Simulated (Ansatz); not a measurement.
Molecule: Si2N2H7, net charge 0, doublet state. SMILES: [NH][SiH2]N[SiH3]
Geometry from a B3LYP-D3(BJ)/def2-TZVP (Ansatz, an electronic-structure program) optimisation:
```
N
H 1 1.0117
Si 1 1.7173 2 115.16
Si 1 1.7329 2 115.68 3 171.08
N 3 1.7505 1 112.96 2 84.00
H 5 1.0240 3 113.27 1 178.31
H 4 1.4792 1 106.88 2 178.72
H 4 1.4831 7 109.81 1 120.34
H 4 1.4832 7 109.25 8 117.63
H 3 1.4834 1 108.07 2 -156.03
H 3 1.4863 10 111.42 1 -119.34
```
Charge 0, spin multiplicity 2.

Quantity: enthalpy of formation at 298 K, in kcal/mol. Terms: six Cartesian d functions in 6-31G* and its kin unless marked 5d; non-relativistic; LANL2DZ with its own core potentials from Na on; spin-orbit terms left out; UHF or UKS for open shells; 6-311+G** with 5d, 6d on Na to Ar in Ansatz; no dispersion term unless named; valence correlation only. CBS(X,Y): correlation extrapolated as X^-3; Hartree-Fock from the larger set. Ab initio and DFT rows: single points at B3LYP-D3(BJ) geometries (Ansatz), with unscaled harmonic terms from B3LYP/6-31G* (Ansatz) at its own minima, enthalpies of formation by atomisation with measured atoms.

Coupled cluster (Ansatz) is a level with limits of its own, used here on species with T1 under 0.025 (0.045 for open shells) and stable references: CCSD(T)/CBS(cc-pV(T+d)Z,cc-pV(Q+d)Z).

Value to compare with, CCSD(T)/CBS(cc-pV(T+d)Z,cc-pV(Q+d)Z) (Ansatz): 15.9 kcal/mol.

```json
[
 {"level": "HF/6-31G*", "program": "Ansatz", "enthalpy of formation at 298 K (kcal/mol)": "276.3", "difference": "260.4"},
 {"level": "PBE/6-311+G**", "program": "Ansatz", "enthalpy of formation at 298 K (kcal/mol)": "35.6", "difference": "19.7"},
 {"level": "B3LYP/6-31G*", "program": "Ansatz", "enthalpy of formation at 298 K (kcal/mol)": "41.6", "difference": "25.7"},
 {"level": "PBE0/6-311+G**", "program": "Ansatz", "enthalpy of formation at 298 K (kcal/mol)": "45.0", "difference": "29.1"},
 {"level": "MP2/LANL2DZ", "program": "Ansatz", "enthalpy of formation at 298 K (kcal/mol)": "203.4", "difference": "187.5"},
 {"level": "MP2/6-31G*", "program": "Ansatz", "enthalpy of formation at 298 K (kcal/mol)": "135.3", "difference": "119.4"},
 {"level": "B3LYP/def2-TZVPD", "program": "Ansatz", "enthalpy of formation at 298 K (kcal/mol)": "20.4", "difference": "4.5"},
 {"level": "wB97M-V/def2-TZVPD", "program": "Ansatz", "enthalpy of formation at 298 K (kcal/mol)": "13.8", "difference": "-2.1"},
 {"level": "B2PLYP-D3(BJ)/def2-TZVPD", "program": "Ansatz + dftd3", "enthalpy of formation at 298 K (kcal/mol)": "24.6", "difference": "8.7"}
]
```

Among the 6 habitual levels, HF/6-31G* lies farthest from CCSD(T)/CBS(cc-pV(T+d)Z,cc-pV(Q+d)Z) (Ansatz) (260.4 kcal/mol) and PBE/6-311+G** nearest (19.7); 6 of 6 lie above it, and their mean absolute difference is 107.0 kcal/mol, the median 74.2. One case shows no general order.

The levels are drawn from those run, B3LYP/6-31G* more often than the rest, none by its result; left out are runs that failed, that the program found above a lower state of the same kind, or whose <S^2> lies over 0.5 above the pure value.
